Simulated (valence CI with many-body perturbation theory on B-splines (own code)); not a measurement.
**E1 line list for Os⁴⁵⁺**

Level of theory: relativistic CI+MBPT: three valence electrons over a frozen Dirac-Fock core [Ar] 3d10, a basis of 11 s, 11 p, 9 d, 7 f, 5 g, 2 h, 1 i functions for each j, with the one-electron correlation potential Σ1, the two-electron term Σ2, the three-electron term Σ3, Breit, model QED; selected CI, second order for the rest (own B-spline code, finite nucleus).

No measured spectrum was set against this ion. As an estimate, large intervals hold to a few tenths of a per cent, small ones and those within an open d or f shell to about a per cent.

Lines 201 to 250 of 277 in falling wavelength, among levels below 638.24 eV, chosen from the strongest by gf and those to the six lowest levels. Wavelengths and rates use the calculated energies. Electric multipoles are in the length gauge, E1 and E2 with the static RPA response of the core. Weak lines are less certain than strong ones. Lines between different terms over intervals too small for the method are left out, as are lines whose strength nearly cancels. The highest levels of a list are the least certain.

Levels are named by their leading jj configuration (3d3/2^4 stands for four electrons in 3d with j = 3/2), which in mixed levels can hold well under half, so a name can repeat and another be missing. Letters in brackets count levels of one name in rising energy.

| λ vac (Å) | Upper | Lower | A (s⁻¹) | log gf | Branch % |
| --- | --- | --- | --- | --- | --- |
| 44.29 | (4s 4p3/2 4d3/2) J=7/2 | (4s 4p1/2 4p3/2) J=5/2 | 6.36e+11 | 0.18 | 83.1 |
| 44.18 | (4s 4p1/2 4d3/2) J=1/2 | (4s 4p1/2^2) J=1/2 | 1.45e+12 | -0.07 | 96.7 |
| 44.12 | (4p1/2 4p3/2 4d3/2) J=1/2 [b] | (4p1/2^2 4p3/2) J=3/2 | 1.28e+12 | -0.13 | 72.4 |
| 44.08 | (4s^2 4d3/2) J=3/2 | (4s^2 4p1/2) J=1/2 | 1.43e+12 | 0.22 | 99.6 |
| 43.98 | (4p1/2 4p3/2 4d3/2) J=5/2 [b] | (4p1/2^2 4p3/2) J=3/2 | 8.88e+11 | 0.19 | 51.8 |
| 43.98 | (4s 4p1/2 4d3/2) J=3/2 [b] | (4s 4p1/2^2) J=1/2 | 1.49e+12 | 0.24 | 96.8 |
| 43.95 | (4s 4p3/2 4d3/2) J=1/2 [b] | (4s 4p1/2 4p3/2) J=1/2 | 1.04e+12 | -0.22 | 50.8 |
| 43.93 | (4s 4p3/2 4d3/2) J=3/2 [a] | (4s 4p1/2 4p3/2) J=3/2 [a] | 8.96e+11 | 0.02 | 77.4 |
| 43.92 | (4s 4p3/2 4d3/2) J=1/2 [a] | (4s 4p1/2 4p3/2) J=3/2 [a] | 1.02e+12 | -0.23 | 96.3 |
| 43.89 | (4s 4p3/2 4d3/2) J=5/2 [a] | (4s 4p1/2 4p3/2) J=3/2 [a] | 4.76e+11 | -0.08 | 37.4 |
| 43.57 | (4s 4p3/2 4d3/2) J=1/2 [b] | (4s 4p1/2 4p3/2) J=3/2 [b] | 6.45e+10 | -1.43 | 3.1 |
| 43.36 | (4s 4p3/2 4d5/2) J=5/2 [a] | (4s 4p1/2 4p3/2) J=3/2 [b] | 6.20e+09 | -1.98 | 1.3 |
| 43.04 | (4s 4p3/2 4d3/2) J=3/2 [b] | (4s 4p1/2 4p3/2) J=5/2 | 1.90e+09 | -2.68 | 0.1 |
| 43.04 | (4s 4p3/2 4d5/2) J=3/2 [a] | (4s 4p1/2 4p3/2) J=1/2 | 1.35e+11 | -0.82 | 23.3 |
| 42.98 | (4s 4p3/2 4d3/2) J=5/2 [b] | (4s 4p1/2 4p3/2) J=3/2 [b] | 7.82e+11 | 0.11 | 33.9 |
| 42.67 | (4s 4p3/2 4d5/2) J=3/2 [a] | (4s 4p1/2 4p3/2) J=3/2 [b] | 1.08e+11 | -0.93 | 18.7 |
| 41.77 | (4s 4p3/2 4d3/2) J=3/2 [b] | (4s 4p1/2 4p3/2) J=3/2 [a] | 2.72e+09 | -2.55 | 0.2 |
| 41.56 | (4s 4p3/2 4d5/2) J=5/2 [a] | (4s 4p1/2 4p3/2) J=5/2 | 1.04e+10 | -1.79 | 2.2 |
| 41.22 | (4s 4p3/2 4d3/2) J=5/2 [b] | (4s 4p1/2 4p3/2) J=5/2 | 1.09e+10 | -1.78 | 0.5 |
| 40.93 | (4s 4p3/2 4d5/2) J=3/2 [a] | (4s 4p1/2 4p3/2) J=5/2 | 5.28e+05 | -6.27 | 0.0 |
| 40.80 | (4s 4p1/2 4d5/2) J=3/2 | (4s 4p1/2^2) J=1/2 | 1.19e+11 | -0.92 | 25.4 |
| 40.62 | (4s 4p3/2 4d5/2) J=1/2 | (4s 4p1/2 4p3/2) J=3/2 [b] | 3.53e+10 | -1.76 | 5.4 |
| 40.60 | (4s 4p3/2 4d5/2) J=7/2 [a] | (4s 4p1/2 4p3/2) J=5/2 | 1.39e+11 | -0.56 | 24.6 |
| 40.56 | (4s 4p3/2 4d3/2) J=1/2 [b] | (4s 4p1/2 4p3/2) J=3/2 [a] | 3.26e+08 | -3.79 | 0.0 |
| 40.38 | (4s 4p3/2 4d5/2) J=5/2 [a] | (4s 4p1/2 4p3/2) J=3/2 [a] | 2.64e+08 | -3.41 | 0.1 |
| 40.36 | (4p1/2 4p3/2 4d5/2) J=5/2 [b] | (4p1/2^2 4p3/2) J=3/2 | 9.11e+10 | -0.87 | 6.6 |
| 40.11 | (4s 4p3/2 4d5/2) J=3/2 [b] | (4s 4p1/2 4p3/2) J=3/2 [b] | 7.44e+07 | -4.14 | 0.0 |
| 40.05 | (4s 4p3/2 4d3/2) J=5/2 [b] | (4s 4p1/2 4p3/2) J=3/2 [a] | 1.49e+09 | -2.67 | 0.1 |
| 39.78 | (4s 4p3/2 4d5/2) J=3/2 [a] | (4s 4p1/2 4p3/2) J=3/2 [a] | 8.39e+09 | -2.10 | 1.4 |
| 39.61 | (4s 4p3/2 4d5/2) J=5/2 [b] | (4s 4p1/2 4p3/2) J=3/2 [b] | 8.12e+08 | -2.94 | 0.1 |
| 39.27 | (4s 4p3/2 4d5/2) J=7/2 [b] | (4s 4p1/2 4p3/2) J=5/2 | 7.81e+09 | -1.84 | 0.6 |
| 38.57 | (4s 4p3/2 4d5/2) J=3/2 [b] | (4s 4p1/2 4p3/2) J=5/2 | 4.93e+09 | -2.36 | 0.4 |
| 38.11 | (4s 4p3/2 4d5/2) J=5/2 [b] | (4s 4p1/2 4p3/2) J=5/2 | 1.48e+10 | -1.72 | 1.0 |
| 38.00 | (4s 4p3/2 4d5/2) J=1/2 | (4s 4p1/2 4p3/2) J=3/2 [a] | 3.21e+09 | -2.86 | 0.5 |
| 37.55 | (4s 4p3/2 4d5/2) J=3/2 [b] | (4s 4p1/2 4p3/2) J=3/2 [a] | 3.99e+09 | -2.47 | 0.3 |
| 37.11 | (4s 4p3/2 4d5/2) J=5/2 [b] | (4s 4p1/2 4p3/2) J=3/2 [a] | 1.28e+10 | -1.80 | 0.9 |
| 36.96 | (4p1/2 4p3/2^2) J=3/2 | (4s 4p1/2^2) J=1/2 | 2.51e+10 | -1.69 | 1.9 |
| 36.67 | (4s 4p3/2^2) J=1/2 | (4s^2 4p1/2) J=1/2 | 5.23e+09 | -2.68 | 0.9 |
| 36.50 | (4p3/2^3) J=3/2 | (4s 4p1/2 4p3/2) J=3/2 [b] | 3.28e+09 | -2.58 | 0.2 |
| 36.29 | (4p1/2 4p3/2^2) J=1/2 | (4s 4p1/2^2) J=1/2 | 4.29e+09 | -2.77 | 0.5 |
| 36.28 | (4s 4p3/2^2) J=3/2 | (4s^2 4p1/2) J=1/2 | 3.20e+09 | -2.60 | 0.3 |
| 35.22 | (4p3/2^3) J=3/2 | (4s 4p1/2 4p3/2) J=5/2 | 3.72e+09 | -2.56 | 0.2 |
| 34.37 | (4p3/2^3) J=3/2 | (4s 4p1/2 4p3/2) J=3/2 [a] | 7.95e+08 | -3.25 | 0.0 |
| 33.71 | (4p1/2^2 4d3/2) J=3/2 | (4s^2 4p3/2) J=3/2 | 1.60e+07 | -4.96 | 0.0 |
| 32.49 | (4s 4p3/2 4d3/2) J=3/2 [a] | (4s 4p1/2^2) J=1/2 | 2.88e+08 | -3.74 | 0.0 |
| 32.48 | (4s 4p3/2 4d3/2) J=1/2 [a] | (4s 4p1/2^2) J=1/2 | 4.97e+07 | -4.80 | 0.0 |
| 31.29 | (4s 4p3/2 4d3/2) J=3/2 [b] | (4s 4p1/2^2) J=1/2 | 2.47e+08 | -3.84 | 0.0 |
| 31.17 | (4p1/2^2 4d5/2) J=5/2 | (4s^2 4p3/2) J=3/2 | 1.88e+07 | -4.78 | 0.0 |
| 30.61 | (4s 4p3/2 4d3/2) J=1/2 [b] | (4s 4p1/2^2) J=1/2 | 6.07e+07 | -4.77 | 0.0 |
| 30.16 | (4s 4p3/2 4d5/2) J=3/2 [a] | (4s 4p1/2^2) J=1/2 | 5.01e+08 | -3.56 | 0.1 |

Task: How does gf follow from A for the line at 44.12 Å?

Result: gf = 1.4992 × (2J+1)_upper × A / σ², with σ = 2266654 cm⁻¹ and 2J+1 = 2: gf = 0.745.
